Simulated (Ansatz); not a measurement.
`[O]=[Mo](=[O])([F])[Cl]` + NH₃ → `[NH2][Mo](=[O])(=[O])[F]` + HCl at 600 K and 1 bar (ligand exchange at a Mo–Cl bond).

Calculated with Ansatz (gas phase, PBE0-D4/def2-TZVP geometries, no zero-point term in ΔE). CCSD(T)/CBS adds triple-zeta CCSD(T) − MP2 to the extrapolated MP2 energy (def2 sets, frozen cores). This one scheme is used for every species. def2 core potentials past Kr. For Mo outer-core shells are correlated without core-valence functions, which leaves a few kJ/mol of doubt a bond. One conformer a species, not always the lowest.

```json
{"species": "`[O]=[Mo](=[O])([F])[Cl]`", "CCSD(T)/CBS energy (Eh)": "-778.22574", "H − E (kJ/mol)": "72.3", "S (J/(mol·K))": "395.2"}
{"species": "NH₃", "CCSD(T)/CBS energy (Eh)": "-56.50880", "H − E (kJ/mol)": "112.4", "S (J/(mol·K))": "219.5"}
{"species": "`[NH2][Mo](=[O])(=[O])[F]`", "CCSD(T)/CBS energy (Eh)": "-374.33425", "H − E (kJ/mol)": "142.9", "S (J/(mol·K))": "406.8"}
{"species": "HCl", "CCSD(T)/CBS energy (Eh)": "-460.38127", "H − E (kJ/mol)": "35.4", "S (J/(mol·K))": "207.2"}
```

H − E and S are ideal-gas, rigid-rotor, harmonic terms from PBE0-D4/def2-TZVP, for one conformer and one mirror image of each species. 1 Eh = 2625.50 kJ/mol, R = 8.31446 J/(mol·K).

Q: By hand: ΔE, ΔH, ΔS and ΔG.

A: ΔE = (-374.33425) + (-460.38127) − (-778.22574) − (-56.50880) = 0.01902 Eh = 49.9 kJ/mol. Δ(H − E) = 142.9 + 35.4 − 72.3 − 112.4 = -6.4, so ΔH = 43.5 kJ/mol. ΔS = 406.8 + 207.2 − 395.2 − 219.5 = -0.7 J/(mol·K). ΔG = 43.5 − 600 × (-0.7)/1000 = 43.9 kJ/mol.

Q: By hand: the equilibrium constant, and the temperature at which ΔG would vanish if ΔH and ΔS stayed fixed.

A: log₁₀ K = −ΔG/(RT ln 10) = -3.8. ΔH and −TΔS have one sign here, so there is no such temperature.

The number of gas molecules stays the same, so ΔS is small and ΔH decides. A doubt of 5 kJ/mol in ΔE shifts log₁₀ K by 0.4 here. Other conformers and mirror images would add mixing entropy, several J/(mol·K) or more a flexible species. These are equilibria of isolated gas molecules and say nothing of rates. Largest T1 diagnostic: 0.024 (customary marks: 0.02 for closed shells, 0.045 for open ones).

ΔS is within the doubt of such terms, so its sign, and with it that verdict, could turn.
